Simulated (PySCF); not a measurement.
# MoOF + HF → HMoO + F₂

Level: PBE0 in the def2-TZVP basis family, computed in PySCF with density fitting; scalar-relativistic core potentials for atoms from Rb on, none lighter, no spin–orbit coupling; open shells unrestricted.

```csv
species,state and structure,E (Eh),ZPE (kJ/mol),H(298 K) − H(0) (kJ/mol),S° (J/(mol K))
MoOF,"quartet, Cs, Mo–F 1.879 Å, Mo–O 1.666 Å; F–Mo–O 140.8°",-243.20180,11.2,11.9,289.1
HF,"singlet, C∞v, H–F 0.920 Å",-100.39188,24.9,8.7,173.6
HMoO,"quartet, Cs, Mo–H 1.736 Å, Mo–O 1.664 Å; H–Mo–O 119.1°",-143.92045,20.4,10.5,264.6
F₂,"singlet, D∞h, F–F 1.376 Å",-199.40856,6.6,8.7,201.9
```

Question: What is the electronic reaction energy?

Answer: At PBE0/def2-TZVP, ΔE = 694.9 kJ/mol from the differences of the total energies times 2625.5, uphill. 

Question: Add zero-point, thermal and entropy terms for 298.15 K and 1 bar.

Answer: ΔZPE = -9.1 and Δ[H(298) − H(0)] = -1.4 kJ/mol give ΔH° = 684.4 kJ/mol. ΔS° = 3.8 J/(mol K), so ΔG° = 684.4 − 298.15 × (0.0038) = 683 kJ/mol.

Open d or f shells are single determinants, so the state found may not be the ground state. Only the bonding shown was studied: isomers, or loss of a ligand pair, can lie lower.
